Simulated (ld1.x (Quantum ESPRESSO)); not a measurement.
**An all-electron radial function and its pseudo partner (Mg)**

Columns: radius, all-electron u(r) and pseudo u(r) of the 2s shell (level -80.35 eV) of magnesium in the configuration [He] 2s2 2p6 3s1.5 3p0.5; LDA (PZ), scalar-relativistic, TM scheme, ld1.x (Quantum ESPRESSO) 7.5.

| r (bohr) | all-electron | pseudo |
| --- | --- | --- |
| 0.045 | 0.5160 | -0.1124 |
| 0.090 | 0.5217 | -0.2260 |
| 0.135 | 0.2998 | -0.3420 |
| 0.180 | -0.0010 | -0.4611 |
| 0.225 | -0.3048 | -0.5838 |
| 0.270 | -0.5750 | -0.7090 |
| 0.315 | -0.7969 | -0.8336 |
| 0.360 | -0.9679 | -0.9523 |
| 0.405 | -1.0907 | -1.0577 |
| 0.450 | -1.1714 | -1.1419 |
| 0.495 | -1.2166 | -1.1985 |
| 0.540 | -1.2331 | -1.2253 |
| 0.585 | -1.2269 | -1.2248 |
| 0.630 | -1.2031 | -1.2029 |
| 0.675 | -1.1663 | -1.1663 |
| 0.720 | -1.1202 | -1.1202 |
| 0.765 | -1.0676 | -1.0676 |
| 0.810 | -1.0110 | -1.0110 |
| 0.855 | -0.9523 | -0.9523 |
| 0.900 | -0.8928 | -0.8928 |
| 0.945 | -0.8337 | -0.8337 |
| 0.990 | -0.7759 | -0.7759 |
| 1.035 | -0.7199 | -0.7199 |
| 1.080 | -0.6661 | -0.6661 |
| 1.125 | -0.6149 | -0.6149 |
| 1.170 | -0.5665 | -0.5665 |

Question: How many radial nodes do the two functions have?

Answer: The all-electron 2s function has n − l − 1 = 1; the pseudo-wave has 0, since the states of the same l below it are removed with the core.

Question: At about which radius was the pseudo-wave matched?

Answer: 0.70 bohr. The columns agree to 0.0005 from 0.63 bohr on; several derivatives are matched, so the curves merge somewhat inside the radius.

Question: Where does each function peak?

Answer: Outermost all-electron maximum near 0.54 bohr, pseudo maximum near 0.54 bohr (to the table’s step).

Question: Is the pseudo-wave norm-conserving?

Answer: Yes: the TM scheme keeps the norm inside the radius equal to the all-electron one, which fixes the energy derivative of the logarithmic derivative at the level.
